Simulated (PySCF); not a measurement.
Gas-phase reaction: SnH₄ + 2 SnCl₃ → 3 SnCl₂ + 2 H₂

Computed with PySCF (xtb for GFN2) and rigid-rotor harmonic-oscillator thermochemistry at 1 bar. † marks an energy on the PBE0/def2-TZVP geometry and frequencies; other levels use their own. MP2 freezes the core. Open shells (unrestricted): SnCl₃ (multiplicity 2); the rest are closed-shell singlets. GFN2 has no spin-polarisation term. Sn: scalar-relativistic def2 core potential, no spin-orbit coupling. SnCl₃: computed as isolated molecules; such fragments, hydroxides, amides, oligomers or adducts are transient or little studied in the gas. MP2 isn't extrapolated to the basis-set limit; its ΔH°(298 K) is -185.9 kJ in def2-SVP and -268.5 kJ in def2-TZVPP. The harmonic model lacks anharmonicity and excited electronic states, which grow with temperature; levels with a mode under 35 cm⁻¹ are left out. Soft modes under 120 cm⁻¹ make the harmonic entropy rough for SnCl₃, SnCl₂.

| level | ΔE electronic, kJ | ΔH°(298 K), kJ | ΔS°(298 K), J/K | ΔG°(600 K), kJ |
|---|---|---|---|---|
| GFN2-xTB | -366 | -378 | 231 | -517 |
| MP2/def2-TZVPP† | -261 | -268 | 247 | -418 |
| PBE/def2-SVP | -230 | -235 | 243 | -382 |
| PBE0/def2-SVP† | -205 | -213 | 247 | -362 |
| r2SCAN/def2-TZVP† | -216 | -223 | 247 | -373 |
ΔH° is lowest at GFN2-xTB and highest at PBE0/def2-SVP†. No reference value is set beside these.
